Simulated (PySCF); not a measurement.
triethylenediamine: full NMR table

```yaml
Formula: C6H12N2
SMILES: C1CN2CCN1CC2
Point_group_of_the_computed_structure: D3h
Degrees_of_unsaturation: 2
Carbon_signals: 1
Proton_signals: 1
```

Atom-mapped SMILES (the numbers label the heavy atoms): `[CH2:1]1[CH2:2][N:3]2[CH2:4][CH2:5][N:6]1[CH2:7][CH2:8]2`. Hydrogens are named by the atom that carries them.

Single conformer, non-relativistic Hamiltonian, in vacuum, equivalent nuclei averaged. Coordinates at the PBE0-D3(BJ)/def2-SVP level; shielding tensors at PBE0/pcSseg-1 (GIAO); PySCF 2.14.0 with density-fitted response routines.

Shifts are taken against calculated references (same method and geometry level): TMS for 1H, 13C; 15N against NH3.

| carbon | δC, type | δH (multiplicity) | HMBC from (2–3 bonds) | span of the C tensor (ppm) |
| --- | --- | --- | --- | --- |
| C1/C2/C4/C5/C7/C8 | 50.0, CH2 | 2.37 (s) | H(C1)/H(C2)/H(C4)/H(C5)/H(C7)/H(C8) | 36 |

Other nuclei:
```csv
atoms,nucleus,environment,δ (ppm),σ (ppm)
N3/N6,15N,amine nitrogen,23.0,242.6
```

1. Carbon types of the structure: 6 × CH2, which accounts for all hydrogens.
2. δC 50.0: sp3 CH2 bonded to N; pulled downfield by the heteroatom.
3. δH 2.37: hydrogen on an sp3 CH2 bonded to N; its carbon carries N, an electronegative neighbour.

Shifts are as computed. Against solution values, carbons near 30 ppm lie about +2 ppm off and those near 130 ppm about +5 ppm. Of 1211 compounds with measured shifts, 218 miss one by over three times the rms of a fit or turn the order of signals round; such compounds aren't used in these exercises. Experimental scales use liquid or dissolved standards, which lie at an offset from isolated NH3 (liquid NH3: subtract about 20 ppm).
